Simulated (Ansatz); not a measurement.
Input file for Ansatz (a program for electronic structure): R-MP2/def2-TZVPPD on H3InO (SMILES [OH][InH2]), atoms moved off the minimum. Elements past Kr take the def2 small-core potentials; no spin–orbit coupling. Files ending in .json are basis or fitting sets from the Basis Set Exchange. The run froze 10 orbitals, filled d shells among them.

Ansatz 0.2 input:
```yaml
crystal:
  periodic: [false, false, false]
  atoms:
    - {symbol: In, position_ang: [-0.06550535, -0.23965800, -0.17637993]}
    - {symbol: H, position_ang: [-1.45574258, -0.01725614, -1.23132110]}
    - {symbol: H, position_ang: [1.60534153, -0.79890290, -0.48925726]}
    - {symbol: O, position_ang: [-0.30957290, 0.86203013, 1.36868038]}
    - {symbol: H, position_ang: [0.49008163, 0.79813356, 2.09012510]}
basis:
  gaussian:
    orbitals: def2-TZVPPD.json
magnetization: {spin_polarized: false}
correlation: {method: mp2, electrons: outside_noble_gas}
scf: {lower_state_search: off}
output: {forces: true}
```

Program output:

```
WARN ansatz: RAYON_NUM_THREADS=1 ignored (pool sized by the plan → 1); use --threads N
Functional definition: HF
these checks for a lower state are left out or cut short: starts, cluster_reference, orbital_swaps, neighbouring_geometries, increment
integrals: 0.14 GiB planned
1022 factors; integrals over basis functions are off by at most 9.3e-4 eV
mean field: 0.32 GiB planned
mean field evaluation 1: about -7229.8602 eV, gradient 4.3e1 eV
mean field evaluation 2: about -7229.8618 eV, gradient 4.3e1 eV
mean field evaluation 4: about -7233.3602 eV, gradient 2.4e0 eV
mean field evaluation 8: about -7233.3887 eV, gradient 1.4e-1 eV
mean field -7233.38884574 eV, -265.8221371140 hartree, gradient 4.9e-6 eV, S^2 0.000000; 0 other end points of the search recorded, 0 dependent functions left out
10 core orbitals not correlated, not the lowest: weight in the atoms' cores, before any rotation towards them, 0.903 or more for the frozen orbitals, at most 0.091 for the correlated occupied ones
reference -7233.38884574 eV, -265.8221371140 hartree; 6, 6 occupied and 131, 131 virtual orbitals, 1022 factors
densities: 0.34 GiB planned
second order -9.19336606 eV of doubles, -0.00000000 eV of singles
the calculation of the forces begins
Total energy: -7242.58221181 eV, -266.1599870853 hartree
Atom 0 at    -0.065505    -0.239658    -0.176380 Å, force     0.713524    -0.923298    -2.563683 eV/Å
Atom 1 at    -1.455743    -0.017256    -1.231321 Å, force     0.253098    -0.316435     0.191163 eV/Å
Atom 2 at     1.605342    -0.798903    -0.489257 Å, force    -0.641259    -0.070829     0.135274 eV/Å
Atom 3 at    -0.309573     0.862030     1.368680 Å, force     2.776901     0.994206     5.015206 eV/Å
Atom 4 at     0.490082     0.798134     2.090125 Å, force    -3.102265     0.316356    -2.777960 eV/Å
Dipole moment:     0.211411    -0.329456    -0.000549 e Å
Checks for a lower state left out: starts, cluster_reference, orbital_swaps, neighbouring_geometries, increment
```

Self-consistency was reached.

Cost: roughly 6 core-seconds.
